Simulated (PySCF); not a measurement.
A structure optimised at PBE-D3(BJ)/def2-TZVP, used in a PySCF frequency run:

```
Cd
Cl 1 2.2766
Cl 1 2.2766 2 180.00
```
Charge 0, spin multiplicity 1.

Q: Write its SMILES, formula and point group.

A: [Cl][Cd][Cl], CdCl2, D∞h

Q: What are its rotational constants (standard atomic weights)?

A: 1.3753 GHz (linear rotor, B only)
